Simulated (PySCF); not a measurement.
Predicted microwave data (CAM-B3LYP/def2-SVPD in PySCF (dipole) on a GFN2-xTB geometry, gas phase) for one isomer of C6H9FS:

```
Rotational constants : A = 2779, B = 787.4, C = 723.3 MHz
Dipole components    : |μa| = 0.08 D, |μb| = 0.57 D, |μc| = 0.36 D
Inertial defect      : -124.97 u·Å²
κ                    : -0.94
```

Question: Which candidate fits, each taken in the one conformer that was computed?
A. `[CH3:1][S:2][C@H:3]([CH3:4])[C:5]#[C:6][CH2:7][F:8]` with C1–S2–C3–C4 65°
B. `[F:1][CH2:2][C@H:3]1[CH2:4][CH2:5][C:6](=[S:7])[CH2:8]1` with F1–C2–C3–C4 -59°, C2–C3–C4–C5 160°, C3–C4–C5–C6 -30°, C4–C5–C6–S7 -170°, C5–C6–C8–C3 13°

Answer: A. It is CS[C@H](C)C#CCF, a near-prolate asymmetric top, point group C1. The candidates at the same level (rigid rotor, commonest isotopes):

```
           SMILES  A (MHz)  B (MHz)  C (MHz)  μa (D)  μb (D)  μc (D)  Δ (u·Å²)  point group                        rotor
  CS[C@H](C)C#CCF     2779    787.4    723.3    0.08    0.57    0.36   -124.97           C1  near-prolate asymmetric top
FC[C@H]1CCC(=S)C1     3807    921.4    824.2    2.59    1.70    1.86    -68.06           C1  near-prolate asymmetric top
```

`FC[C@H]1CCC(=S)C1` has A 37 % too high. No structure here is proved a minimum.
